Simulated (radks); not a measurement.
Results of a calculation; reference values are marked as such.
Question: Coherent X-ray form factor from a spherical all-electron density. Code: a radial shooting solver on a logarithmic mesh with Libxc functionals. Model: scalar-relativistic Kohn-Sham, PBE, spin-unpolarised, spherical densities, finite nucleus; Fermi nuclear charge, rms radius of each element as measured or else 0.836 A^(1/3) + 0.57 fm.

sin(theta)/lambda (1/angstrom)  f0 (electrons)
0.05                                    70.471
0.1                                     68.949
0.15                                    66.614
0.2                                     63.710
0.25                                    60.486
0.3                                     57.157
0.4                                     50.751
0.5                                     45.111
0.6                                     40.298
0.8                                     32.588
1                                       26.700
1.25                                    21.408
1.5                                     17.988
2                                       14.171

The species is in the configuration that NIST lists as its ground one. Which atom or ion scatters so?

Answer: The osmium ion Os5+, [Xe] 4f14 5d3. Extrapolating in s^2 from the first two rows gives f0(0) = 71.0, near the electron count 71; among species with that count, the fall with angle is slower the higher Z, and the table is that of Z = 76; from so few rows the species is fixed only to a neighbour or two.
